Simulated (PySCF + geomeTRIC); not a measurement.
A geometry relaxed with PySCF + geomeTRIC with M06-2X/def2-TZVP, charge 0, multiplicity 1:

```xyz
10

H     -2.2406    -0.9223     0.2073
H      2.5394     1.4587    -0.8725
O      0.0645    -1.5992    -0.7086
H     -1.4597     0.4455     1.0542
H      2.4483    -0.5726    -0.3627
C     -1.5928    -0.0589     0.0973
O      0.5773     0.5920    -0.5947
C     -0.2592    -0.4898    -0.4282
B      1.9388     0.4671    -0.6183
H     -2.0311     0.6625    -0.5921
```

### Question
Write the SMILES of this molecule.

### Answer
`BOC(C)=O`
